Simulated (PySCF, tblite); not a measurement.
Isomers of C4H8NSi3 (doublet state). Level: GFN2-xTB in tblite, geometry and Hessian alike; calculated harmonic values, unscaled, isolated species. Against measured fundamentals such values can be off by several per cent, at times by over 20. Modes of hydrogen on silicon can be 10 to 20 % off. One conformer each. Open shells enter through the occupations alone, without spin polarisation, and single modes of such species can be off by tens of per cent.

Electronic energies: B3LYP/pcH-1 single points on the GFN2-xTB geometries (PySCF, gas phase).

```
                     SMILES  electronic energy, lowest = 0 (kcal/mol)
C#C[SiH2][Si@H](C#N)C[SiH2]                                       5.9
  C#C[SiH2][Si](C#N)C[SiH3]                                       0.9
 C#C[SiH][Si@H](C#N)C[SiH3]                                       0.0
```

Question: How do GFN2-xTB zero-point energies change the relative energies?

Answer: 
| SMILES | ZPE (kcal/mol) | of it from modes above 1550 cm⁻¹ | electronic (kcal/mol) | with ZPE, lowest = 0 (kcal/mol) | lowest mode (cm⁻¹) | rings |
| --- | --- | --- | --- | --- | --- | --- |
| C#C[SiH][Si@H](C#N)C[SiH3] | 58.7 | 35.5 | 0.0 | 0.0 | 22 | 0 |
| C#C[SiH2][Si](C#N)C[SiH3] | 58.9 | 35.5 | 0.9 | 1.0 | 5i | 0 |
| C#C[SiH2][Si@H](C#N)C[SiH2] | 58.5 | 35.6 | 5.9 | 5.7 | 23 | 0 |

The zero-point energies span 0.4 kcal/mol, from `C#C[SiH2][Si@H](C#N)C[SiH2]` to `C#C[SiH2][Si](C#N)C[SiH3]`. Slightly imaginary modes are left out of the zero-point energy: `C#C[SiH2][Si](C#N)C[SiH3]` 5.3i cm⁻¹. The order is unchanged.

Question: And how do the electronic energies of GFN2-xTB itself compare?

Answer: `C#C[SiH][Si@H](C#N)C[SiH3]` 0.5; `C#C[SiH2][Si](C#N)C[SiH3]` 0.0; `C#C[SiH2][Si@H](C#N)C[SiH2]` 11.2 kcal/mol, lowest = 0. Against the energies above, taken from the same isomer `C#C[SiH][Si@H](C#N)C[SiH3]`, the largest difference is 4.8 kcal/mol.
